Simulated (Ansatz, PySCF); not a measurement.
Pulling on the Sn1–H2 bond in H2Sn (SMILES [SnH2]) (multiplicity 1 held, fragments rigid). Energies count from the point at 1.780 Å.
Geometry at that point (charge 0, multiplicity 1):
```xyz
3

Sn     0.0066    -0.0006     0.0477
H     -0.1750    -1.2509    -1.2068
H     -0.1544     1.2789    -1.1799
```

R- and RO- levels are restricted; in cc, def2 and unpolarised 6-31G sets they are followed outwards from rest. U- levels take the lowest unrestricted solution at each point, which mixes spins at long bonds. Active spaces are followed from a long bond inwards. Left out are points that failed, MP2 points in a non-variational dive below the minimum, coupled-cluster points behind a sign of a changed root (a jump of the amplitudes, or a one-step jump against full CI or MRCI), small-basis points behind a change of solution, and semi-empirical points at long bonds. Levels need not reach the same state.

Correlated levels freeze the cores. Filled d and f shells under p-block atoms count as core. Rows in LANL2DZ carry no dispersion term and start afresh at each structure. LANL2DZ brings its own core potentials from Na on.

The values were computed with Ansatz (a first-principles code) with Gaussian orbitals; PySCF for LANL2DZ rows. Each number belongs to the level named beside it. In def2 rows elements past Kr take small-core potentials, without spin–orbit coupling.

Energies in kJ/mol.

```json
[
 {"R (Å)": "1.424", "U-HF/LANL2DZ": "103", "R-BP86/LANL2DZ": "115", "R-r2SCAN/def2-TZVPP": "106", "R-B3LYP/def2-TZVPP": "109", "FIC-MRCISD+Q on CASSCF(2,2)/def2-TZVPP": "?"},
 {"R (Å)": "1.602", "U-HF/LANL2DZ": "18", "R-BP86/LANL2DZ": "25", "R-r2SCAN/def2-TZVPP": "19", "R-B3LYP/def2-TZVPP": "21", "FIC-MRCISD+Q on CASSCF(2,2)/def2-TZVPP": "?"},
 {"R (Å)": "1.780", "U-HF/LANL2DZ": "0", "R-BP86/LANL2DZ": "0", "R-r2SCAN/def2-TZVPP": "0", "R-B3LYP/def2-TZVPP": "0", "FIC-MRCISD+Q on CASSCF(2,2)/def2-TZVPP": "0"},
 {"R (Å)": "1.959", "U-HF/LANL2DZ": "17", "R-BP86/LANL2DZ": "9", "R-r2SCAN/def2-TZVPP": "14", "R-B3LYP/def2-TZVPP": "13", "FIC-MRCISD+Q on CASSCF(2,2)/def2-TZVPP": "13"},
 {"R (Å)": "2.137", "U-HF/LANL2DZ": "52", "R-BP86/LANL2DZ": "36", "R-r2SCAN/def2-TZVPP": "45", "R-B3LYP/def2-TZVPP": "42", "FIC-MRCISD+Q on CASSCF(2,2)/def2-TZVPP": "?"},
 {"R (Å)": "2.404", "U-HF/LANL2DZ": "112", "R-BP86/LANL2DZ": "88", "R-r2SCAN/def2-TZVPP": "100", "R-B3LYP/def2-TZVPP": "96", "FIC-MRCISD+Q on CASSCF(2,2)/def2-TZVPP": "97"},
 {"R (Å)": "2.671", "U-HF/LANL2DZ": "146", "R-BP86/LANL2DZ": "142", "R-r2SCAN/def2-TZVPP": "156", "R-B3LYP/def2-TZVPP": "151", "FIC-MRCISD+Q on CASSCF(2,2)/def2-TZVPP": "148"},
 {"R (Å)": "3.116", "U-HF/LANL2DZ": "171", "R-BP86/LANL2DZ": "221", "R-r2SCAN/def2-TZVPP": "236", "R-B3LYP/def2-TZVPP": "230", "FIC-MRCISD+Q on CASSCF(2,2)/def2-TZVPP": "213"},
 {"R (Å)": "3.561", "U-HF/LANL2DZ": "180", "R-BP86/LANL2DZ": "281", "R-r2SCAN/def2-TZVPP": "295", "R-B3LYP/def2-TZVPP": "289", "FIC-MRCISD+Q on CASSCF(2,2)/def2-TZVPP": "249"},
 {"R (Å)": "4.095", "U-HF/LANL2DZ": "183", "R-BP86/LANL2DZ": "329", "R-r2SCAN/def2-TZVPP": "343", "R-B3LYP/def2-TZVPP": "339", "FIC-MRCISD+Q on CASSCF(2,2)/def2-TZVPP": "267"},
 {"R (Å)": "4.807", "U-HF/LANL2DZ": "left out", "R-BP86/LANL2DZ": "left out", "R-r2SCAN/def2-TZVPP": "379", "R-B3LYP/def2-TZVPP": "378", "FIC-MRCISD+Q on CASSCF(2,2)/def2-TZVPP": "273"},
 {"R (Å)": "5.697", "U-HF/LANL2DZ": "left out", "R-BP86/LANL2DZ": "left out", "R-r2SCAN/def2-TZVPP": "400", "R-B3LYP/def2-TZVPP": "404", "FIC-MRCISD+Q on CASSCF(2,2)/def2-TZVPP": "274"}
]
```

Q: Some entries are withheld; supply them.

A: 
- 1.602, FIC-MRCISD+Q on CASSCF(2,2)/def2-TZVPP: 22
- 2.137, FIC-MRCISD+Q on CASSCF(2,2)/def2-TZVPP: 43
- 1.424, FIC-MRCISD+Q on CASSCF(2,2)/def2-TZVPP: 114

Doubts at one or more of the structures used: a spin-contaminated determinant (U-HF/LANL2DZ); a restricted determinant that unrestricted orbitals would lower (R-r2SCAN/def2-TZVPP, R-B3LYP/def2-TZVPP).
